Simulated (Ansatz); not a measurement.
Cost and result for the atomization energy of `C[Si](F)(F)[O][AlH2]` (11 atoms, 10 bonds).

```xyz
11

C     0.2669   -0.0544    1.9040
Si   -0.8037   -0.0525    0.4118
F    -1.7100   -1.3580    0.3947
F    -1.8236    1.1647    0.4793
O     0.0163    0.0304   -0.9585
Al    0.6626    0.1189   -2.5173
H     0.9455   -0.9098    1.8902
H     0.8656    0.8577    1.9498
H    -0.3370   -0.1123    2.8119
H     1.0225   -1.2380   -3.2357
H     0.8949    1.5532   -3.1303
```

Total charge 0; spin multiplicity 1. The geometry is a stationary point of PBE0-D4/def2-TZVP. It is one conformer, not always the lowest. Program: Ansatz. All runs use 4 threads of an AMD EPYC 9R45 on a shared host. Times are those of one run each, without the atoms' runs, and a repeat can differ threefold. Electronic energies, without spin–orbit coupling; frozen cores. CCSD(T)/CBS adds CCSD(T) − MP2 in def2-TZVPP to the MP2 limit, and its time is that of the two runs behind it. T1 = 0.012. B3LYP takes the VWN-RPA correlation (the form of Gaussian; ORCA's B3LYP/G).

CCSD(T)/CBS is a level of theory with its own doubt, some kJ/mol a heavy atom from the limit and from the frozen cores, so smaller differences don't rank the functionals.

| level | functions | wall time | atomization (kcal/mol) | difference from CCSD(T)/CBS | per bond |
| --- | --- | --- | --- | --- | --- |
| PBE-D4/def2-TZVPP (with forces) | 278 | 1.3 s | 1040.2 | -4.1 | -0.4 |
| PBE0-D4/def2-TZVPP | 278 | 1.5 s | 1024.6 | -19.7 | -2.0 |
| r2SCAN-D4/def2-TZVPP (with forces) | 278 | 2.2 s | 1040.8 | -3.5 | -0.4 |
| B3LYP-D4/def2-TZVPP (with forces) | 278 | 2.4 s | 1032.4 | -11.9 | -1.2 |
| B2PLYP/def2-TZVPP | 278 | 2.6 s | 1027.9 | -16.4 | -1.6 |
| ωB97X-V/def2-TZVPP | 278 | 3.5 s | 1040.8 | -3.5 | -0.3 |
| ωB97M-V/def2-TZVPP (with forces) | 278 | 5 s | 1040.6 | -3.7 | -0.4 |
| MP2/def2-QZVPP | 518 | 9.5 s | 1059.7 | 15.4 | 1.5 |
| CCSD(T)/def2-TZVPP | 278 | 91 s | 1015.6 | -28.7 | -2.9 |
| CCSD(T)/CBS(def2) | – | 100 s | 1044.3 | 0.0 | 0.0 |

From PBE to PBE0 (25 % exact exchange), in def2-TZVPP and without D4, the atomization energy moves by −14.8 kcal/mol: exact exchange takes away binding that semilocal exchange gives to molecules. The D4 term adds +9.0 kcal/mol with B3LYP and +4.8 kcal/mol with PBE0; it sums over pairs of atoms, weighted by their polarisabilities, and B3LYP, whose exchange is more repulsive, gets the larger term. In def2-TZVPP, CCSD(T) changes the Hartree–Fock value by +226.4 kcal/mol (the triples alone add +12.5 kcal/mol) and MP2 by +252.8 kcal/mol; breaking electron pairs costs correlation energy, which Hartree–Fock lacks.
